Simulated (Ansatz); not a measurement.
Ge₃O₃. Total charge 0; triplet. Geometry r2SCAN-D4/def2-SVP, that of the neutral singlet; atoms count from 1.

```xyz
6

Ge   -0.945   -0.835    1.487
Ge   -0.486    1.797   -0.578
Ge    1.431   -0.963   -0.909
O     0.786    0.692   -1.217
O    -1.182    0.791    0.745
O     0.396   -1.483    0.472
```

At PBE0-D4/def2-TZVP a singlet of charge 0 lies 3.03 eV below the triplet at the same geometry. The structure comes from a short search, and lower isomers may exist.

Q: Estimate the Mulliken populations from the PBE0/def2-TZVP orbitals of Ansatz.

A: 
| atom | charge (e) | spin (α − β) |
| --- | --- | --- |
| Ge1 | 0.40 | 1.51 |
| Ge2 | 0.57 | 0.10 |
| Ge3 | 0.57 | 0.10 |
| O4 | -0.54 | 0.04 |
| O5 | -0.50 | 0.12 |
| O6 | -0.50 | 0.12 |
Mulliken values and Mayer orders depend strongly on the basis.

Q: Where does the spin sit?

A: Summed by element: Ge 1.72, O 0.28, of 2 unpaired in all. Largest on single atoms: Ge1 1.51, O6 0.12, O5 0.12.

Q: And the Mayer bond orders between bonded heavy atoms (over 0.3)?

A: Ge1–O5 0.96 (1.80 Å); Ge1–O6 0.96 (1.80 Å); Ge2–O4 0.98 (1.80 Å); Ge2–O5 0.99 (1.80 Å); Ge3–O4 0.99 (1.80 Å); Ge3–O6 0.99 (1.80 Å).
